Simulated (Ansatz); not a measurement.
Relaxing a trial structure of BCuF2Si

The starting geometry of this gas-phase singlet was optimised with GFN2-xTB; its bonds are those of `FB(F)[Si][Cu]`.

```yaml
atoms:
  - { symbol: B, position_ang: [-4.0550, -0.4516, -2.3758] }
  - { symbol: Cu, position_ang: [-1.6283, -2.0097, 0.2801] }
  - { symbol: F, position_ang: [-4.4941, 0.8197, -2.3241] }
  - { symbol: F, position_ang: [-4.3450, -1.0423, -3.5501] }
  - { symbol: Si, position_ang: [-3.4485, -1.4089, -0.8488] }
```

Problem. Predict what becomes of its bonds when it is optimised with r2SCAN-D4/def2-SVP.

Solution. A new bond forms, giving a structure given below by its coordinates. Contacts that close: B1–Cu2 (3.92 → 2.45 Å).

The energy falls by 0.91 eV over 14 steps:

| step | E − E(last) (eV) |
| --- | --- |
| 1 | 0.905 |
| 2 | 0.810 |
| 4 | 0.366 |
| 5 | 0.281 |
| 7 | 0.118 |
| 8 | 0.049 |
| 10 | 0.006 |
| 11 | 0.004 |
| 13 | 0.000 |
| 14 | 0.000 |

Final geometry (Å):

| atom | x (Å) | y (Å) | z (Å) |
| --- | --- | --- | --- |
| B | -3.9299 | -0.6058 | -2.1271 |
| Cu | -2.0107 | -1.3361 | -0.7873 |
| F | -4.0232 | 0.7349 | -2.1091 |
| F | -3.8734 | -1.1538 | -3.3532 |
| Si | -4.1337 | -1.7320 | -0.4418 |

Frequencies at the end are all real (lowest 87 cm⁻¹). Run with Ansatz 0.2.0, 29 s on 1 thread of Intel(R) Xeon(R) 6975P-C (Granite Rapids), on a shared host.
